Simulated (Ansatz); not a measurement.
An input meant for [ReOF4]- (ReOF₄⁻) (charge -1, singlet; atoms displaced at random, 0.15 Å in each coordinate).

```yaml
crystal:
  periodic: [false, false, false]
  atoms:
    - {symbol: Re, position_ang: [-0.128251, -0.198982, 0.198296]}
    - {symbol: O, position_ang: [-0.304523, -0.306213, 1.938023]}
    - {symbol: F, position_ang: [1.775755, 0.053725, -0.541531]}
    - {symbol: F, position_ang: [0.057291, 1.789456, -0.650549]}
    - {symbol: F, position_ang: [-1.579252, -0.073456, -0.743834]}
    - {symbol: F, position_ang: [-0.129697, -1.606288, -0.359345]}
basis:
  gaussian: {orbitals: def2-TZVPD}
magnetization: {spin_polarized: true, initial_magnetization: 2}
hamiltonian: {xc: {name: wB97X}}
scf: {omitted_lower_state_checks: [starts]}
```

```sh
$ ansatz run in.yaml --threads 4 --pin off --events-out ev --progress --plain --max-ram 3916MiB
```

Shortened log:

```
Error: a molecule whose nuclei and cores have a total charge of 59 cannot have a net charge of 0 together with 2 unpaired electrons
```

In this input the number of unpaired electrons doesn't fit the electron count. The input was rejected before any iteration.
